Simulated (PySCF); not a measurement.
Compound: SnMe3(OSiMe3), C6H18OSiSn.
Cartesian coordinates in Å at the PBE0-D3(BJ)/def2-SVP level; atoms count from 1:
```xyz
27
C6H18OSiSn angstrom
Sn     0.5274    0.8939    1.3985
C      0.4174    0.3264    3.4600
H     -0.6345    0.2578    3.7697
H      0.9326    1.0622    4.0943
H      0.8928   -0.6554    3.5936
C      2.5390    0.9291    0.6442
H      3.1873    1.4990    1.3260
H      2.5699    1.3962   -0.3502
H      2.9213   -0.0986    0.5672
C     -0.5697    2.6801    0.9325
H     -1.6448    2.4853    1.0525
H     -0.3787    2.9796   -0.1078
H     -0.2777    3.5037    1.6000
O     -0.4280   -0.5914    0.4701
Si    -0.6770   -1.0760   -1.0938
C     -1.6174    0.2459   -2.0505
C     -1.6802   -2.6603   -1.0437
C      0.9631   -1.4005   -1.9626
H     -1.8255   -0.0809   -3.0823
H     -1.0460    1.1866   -2.1088
H     -2.5813    0.4683   -1.5656
H     -2.6421   -2.4965   -0.5331
H     -1.8896   -3.0397   -2.0567
H     -1.1365   -3.4428   -0.4913
H      1.5713   -0.4853   -2.0432
H      1.5550   -2.1511   -1.4147
H      0.7994   -1.7812   -2.9839
```

Level of theory: PBE0-D3(BJ)/def2-SVP geometry optimisation, gas phase, def2 core potentials past Kr in PySCF 2.14.0.

(1) Which atoms are bound to Sn1, and at what distances?

(2) List the angles at Sn1.

(3) What is the shape at Sn1?

(4) What are the other bond lengths?

(5) Give some angles away from the centre.

Results:

(1) 4 atoms: O14 1.995 Å, C2 2.141 Å, C10 2.147 Å, C6 2.149 Å. The nearest atom not counted as bound is H5, at 2.71 Å (others tie with it).

(2) 
| angle | degrees | distance of the outer atoms (Å) |
| --- | --- | --- |
| C2–Sn1–C10 | 113.8 | 3.59 |
| C2–Sn1–C6 | 113.0 | 3.58 |
| C6–Sn1–C10 | 112.9 | 3.58 |
| C6–Sn1–O14 | 107.3 | 3.34 |
| C10–Sn1–O14 | 105.9 | 3.31 |
| C2–Sn1–O14 | 103.1 | 3.24 |

(3) Distorted tetrahedral: angles from 103.1° to 113.8°; τ4 = (360° − α − β)/141° = 0.94 with α and β the two widest (0 for a square, 1 for a tetrahedron).

(4) O14–Si15 1.656 Å; Si15–C16, Si15–C17, Si15–C18 1.881 Å. (A selection.)

(5) Sn1–O14–Si15 136.8°, O14–Si15–C16 110.4°, O14–Si15–C17 107.6°, O14–Si15–C18 110.8°, C16–Si15–C17 109.8°.

Point group: near Cs, missed by 0.37 Å at most; the miss may be what the optimiser left on a soft mode. Charge 0, singlet. Whether it is a minimum is left open (no frequencies).
